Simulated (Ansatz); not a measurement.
ClH2In, SMILES `[Cl][InH2]`. Charge 0, multiplicity 1. In: def2 effective core potential. All single points use the PBE0-D4/def2-TZVP geometry.

```xyz
4

Cl   -1.909    0.205   -0.809
In    0.238   -0.026    0.101
H     1.260   -0.982   -0.873
H     0.411    0.803    1.581
```

Q: What is the dipole moment at ωB97M-V/def2-TZVPP? (Best estimate.)

A: Computed: 2.86 D, with components (2.62, -0.28, 1.11) D in this frame, pointing from negative to positive charge.

Q: And with PBE, r2SCAN, B3LYP? (Estimate.)

A: Ansatz gave: PBE 2.65 D, r2SCAN 2.80 D, B3LYP 2.78 D.

Q: Give the Mulliken charges with ωB97M-V, B3LYP, PBE in def2-TZVPP. (Best estimate.)

A: The calculation gave: 
```
atom  ωB97M-V  B3LYP    PBE
 Cl1    -0.39  -0.41  -0.38
 In2     0.53   0.63   0.58
  H3    -0.07  -0.11  -0.10
  H4    -0.07  -0.11  -0.10
```

B3LYP here is the variant with VWN-RPA as its local correlation; programs differ in this.
